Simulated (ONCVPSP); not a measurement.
# Which change was made? (Ta, ONCV)

ONCVPSP 4.0.1 input, shortened (lines: element, Z, core and valence counts, functional; n l f; lmax; l rc ep ncon nbas qcut; lloc lpopt rc5 dvloc0; l nproj debl; icmod fcfact rcfact), PBE, fully relativistic:

```
  Ta 73.00   10    5        4      upf
    1    0    2.00
    2    0    2.00
    2    1    6.00
    3    0    2.00
    3    1    6.00
    3    2   10.00
    4    0    2.00
    4    1    6.00
    4    2   10.00
    4    3   14.00
    5    0    2.00
    5    1    6.00
    5    2    3.00
    6    0    1.00
    6    1    1.00
    2
    0    1.85    0.00    3    8    7.00
    1    1.95    0.00    4    8    7.20
    2    3.00    0.00    4    9    6.40
    4    2    1.50    3.00
    0    2    3.20
    1    2    0.60
    2    2    1.30
    3    4.25    1.25
```

Open shells are filled in proportion to 2j + 1.

Cutoffs, loose and tight: the cutoffs (Ha) at which the residual kinetic energy of the hardest occupied pseudo-wave falls to 1 and 0.1 mHa per electron. They do not see the model core or the augmentation charge, which bear on the density cutoff. Test errors are all-electron minus pseudo excitation energies from the reference, over the configurations 5s2 5p6 5d3 6s2 6p0; 5s2 5p6 5d3 6s1 6p0; 5s2 5p6 5d3 6s0 6p0; 5s2 5p6 5d2 6s2 6p1; variants that change the core or the reference have their own tests.

The base gives: outcome: generated; cutoff, loose: 16 Ha; cutoff, tight: 19 Ha; bound ghosts: none; GHOST(+) flags above zero: none; largest test error (meV): +8.1.

Task: After one change the result is: outcome: generated; cutoff, loose: 19 Ha; cutoff, tight: 23 Ha; bound ghosts: none; GHOST(+) flags above zero: none; largest test error (meV): +8.9. Which change was it?
A. s: qcut 7.9
B. s: qcut 5.7
C. s: qcut 9.8
D. s: qcut 8.8

Result: A. The others give: s: qcut 5.7 → outcome: generated; cutoff, loose: 12 Ha; cutoff, tight: 18 Ha; bound ghosts: none; GHOST(+) flags above zero: none; largest test error (meV): +7.1 | s: qcut 8.8 → outcome: generated; cutoff, loose: 23 Ha; cutoff, tight: 27 Ha; bound ghosts: none; GHOST(+) flags above zero: none; largest test error (meV): +9.6 | s: qcut 9.8 → outcome: generated; cutoff, loose: 27 Ha; cutoff, tight: 32 Ha; bound ghosts: s; GHOST(+) flags above zero: none; largest test error (meV): +10.
